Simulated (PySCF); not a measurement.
CClF2, SMILES F[C](F)Cl (connectivity only; charge and spin as stated), charge +1, multiplicity 1.

Coordinates come from a PBE0-D3(BJ)/def2-TZVP optimisation. The spin state was assumed, not searched. The isomer is the one that the SMILES or the coordinates give; other isomers of the formula were not compared.

Method: TDA-B3LYP/def2-SVPD (PySCF).

Vertical excitations. The molecule is in vacuum. State labels are in the subgroup C2v.

### Question
Estimate the UV-visible absorptions. (An estimate is asked for; the answer gives what the named calculation found.)

### Answer

```
state  symmetry  energy (eV)  λ (nm)      f                            main pairs
-----  --------  -----------  ------  -----  ------------------------------------
S1           A2         5.32     233  0.000                       HOMO→LUMO 100 %
S2           A1         7.54     164  0.210                      HOMO−1→LUMO 90 %
S3           A2         8.46     147  0.000                     HOMO−3→LUMO 100 %
S4           B1         8.47     146  0.004                      HOMO−2→LUMO 99 %
S5           B2         9.35     133  0.001                      HOMO→LUMO+1 96 %
S6           B1         9.86     126  0.001                    HOMO−1→LUMO+1 99 %
S7           B2        10.50     118  0.098                      HOMO−4→LUMO 89 %
S8           B2        11.10     112  0.062                      HOMO→LUMO+2 98 %
S9           B1        11.74     106  0.041  HOMO−1→LUMO+2 79 %, HOMO−6→LUMO 20 %
S10          B1        12.08     103  0.033  HOMO−6→LUMO 75 %, HOMO−1→LUMO+2 18 %
T1           A2         5.03     246      0                       HOMO→LUMO 100 %
T2           A1         5.24     237      0                     HOMO−1→LUMO 100 %
T3           B1         7.89     157      0                      HOMO−2→LUMO 96 %
T4           A2         8.15     152      0                     HOMO−3→LUMO 100 %
```
Triplets are in the Tamm–Dancoff approximation.
